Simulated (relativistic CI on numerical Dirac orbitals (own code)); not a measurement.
Computed by Dirac-Coulomb-Breit CI, KLI orbitals optimised for each configuration, QED by a radiative potential, valence Slater integrals scaled by 0.85, P86 correlation estimate, and configurations built on the next ion tied to the tabulated ionisation energy (semi-empirical) (own radial code, finite nucleus).

Configuration list (outside the closed core [Xe] 4f14): 5d10, 5d9 6s, 5d9 6p, 5d9 6d, 5d9 7s, 5d9 5f, 5d9 6f, 5d8 6s2, 5d8 6s 6p, 5d8 5f2, 5d9 7p, 5d9 7d, 5d9 5g, 5d9 7f, 5d9 6g, 5d8 6p2, 5d8 6s 7s, 5d8 5f 6s, 5d8 6p 7s. Levels of other configurations are missing.

Configurations that consist of the next ion and one excited electron were tied to the tabulated ionisation energy; Rydberg ones are usually within 1,000 to 3,000 cm⁻¹ and the lowest ones within about 6,000 (9,000 in d shells), while levels on excited terms of the next ion carry the error of that term, and the other configurations can be misplaced by 10,000 cm⁻¹ or more. Rates follow the energies as ν³ (E1, M1) or ν⁵ (E2), so rates, branching and lifetimes can be off by large factors. The fine structure of a lone outer electron comes out too small, for d and f at times inverted, and misplaced configurations move strength between like terms. 15 of the 15 excited levels that our extract of the measured tables holds in this range could be paired (the sources list more); they are missed by 8936 cm⁻¹ on average and 10960 at most, and levels without a partner can miss by more.

Outline of the computed level scheme of Tl IV. Lowest level of each configuration: 5d10 1S_0 at 0.0000 eV; 5d9 6s 3D_3 at 10.6559 eV; 5d9 6p 3P°_2 at 19.4899 eV; 5d8 6s2 3F_4 at 22.0209 eV; 5d8 6s 6p 5D°_4 at 28.9427 eV; 5d9 6d 3S_1 at 31.8561 eV.

Some strong electric-dipole decays among the lowest 45 levels: 5d9 6p 1P°_1 → 5d10 1S_0 (8.0e+09 s⁻¹); 5d9 6d 3G_4 → 5d9 6p 3F°_3 (3.8e+09 s⁻¹); 5d9 6d 3S_1 → 5d9 6p 3P°_2 (3.7e+09 s⁻¹); 5d9 6d 3P_2 → 5d9 6p 3P°_2 (2.5e+09 s⁻¹); 5d9 6p 3F°_4 → 5d9 6s 3D_3 (1.9e+09 s⁻¹); 5d9 6p 3P°_0 → 5d9 6s 3D_1 (1.8e+09 s⁻¹); 5d9 6p 3F°_3 → 5d9 6s 1D_2 (1.8e+09 s⁻¹); 5d9 6p 3D°_1 → 5d9 6s 3D_1 (1.7e+09 s⁻¹).

Rates of lines that live on the mixing of spin multiplicities can be off by large factors.

LS names give the leading component of a level, which can be under half, so a name can repeat, a term be missing and a line seem to break the LS rules.
